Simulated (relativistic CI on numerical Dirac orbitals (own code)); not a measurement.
# L2,3 absorption of cobalt in several valence states

Computed multiplet spectra 2p⁶3dⁿ → 2p⁵3dⁿ⁺¹ (Dirac-Coulomb-Breit ions, Slater integrals scaled by 0.8, an assumed crystal field that grows with the charge, no charge transfer; 300 K; Lorentzian 0.4 eV and Gaussian 0.3 eV FWHM at both edges, so that L2 comes out sharper than in experiment). Peaks over 5 % are given in eV from the highest peak in the L3 region of each spectrum (height, largest 100). S of the lowest state is read from ⟨S²⟩, and the branching ratio is the share of L3, cut at the minimum between the edges.

Field parameters in Wybourne normalisation: Oh B⁴₀ = 21Dq, B⁴₄ = √(5/14) B⁴₀. The field is a parameter set, without covalency.

- Co²⁺ (d7, Oh, 10Dq = 17250 cm⁻¹): S = 1.50, high spin, branching ratio 0.81; peaks -3.9 (66), -3.0 (26), -1.4 (96), 0.0 (100), 1.4 (18), 2.6 (9), 11.9 (6), 13.5 (22), 14.4 (23), 15.1 (23), 16.3 (8)
- Co³⁺ (d6, Oh, 10Dq = 22250 cm⁻¹): S = 0.03, low spin, branching ratio 0.65; peaks -2.4 (7), 0.0 (100), 1.8 (13), 2.5 (26), 14.0 (55), 16.1 (12)
- Co⁴⁺ (d5, Oh, 10Dq = 27300 cm⁻¹): S = 2.49, high spin, branching ratio 0.78; peaks -3.4 (43), -1.9 (10), 0.0 (100), 1.6 (22), 4.1 (6), 12.4 (13), 14.3 (9), 15.8 (15), 17.3 (10)

Task: What spin state follows for Co⁵⁺ in Oh, 10Dq = 32300 cm⁻¹, and does its branching ratio lie nearer 2/3 or nearer 0.8?

Result: Co⁵⁺ (d4, Oh, 10Dq = 32300 cm⁻¹): S = 1.07, low spin, branching ratio 0.68; peaks -6.3 (42), -2.1 (88), -1.1 (73), 0.0 (100), 2.0 (23), 10.2 (14), 13.1 (68), 14.7 (16), 15.3 (21), 16.6 (12). High-spin states, above all those with an unquenched orbital moment, raise the ratio above the statistical 2/3; low spin and nearly empty shells keep it near or below 2/3.

The centroid of the whole edge, which also moves with the branching ratio, lies at 784.1 (Co²⁺), 789.3 (Co³⁺), 791.1 (Co⁴⁺), 796.3 (Co⁵⁺) eV in this ionic model, in steps of 1.8 to 5.2 eV. Compounds show about 1 to 2 eV a unit and lower energies for the high valences, since ligands screen the charge. The multiplet shape follows the d count and the spin state, and so serves as a fingerprint of valence. Real compounds of Co⁴⁺ are mostly low spin, since covalency shrinks the Slater integrals more than this scale does.
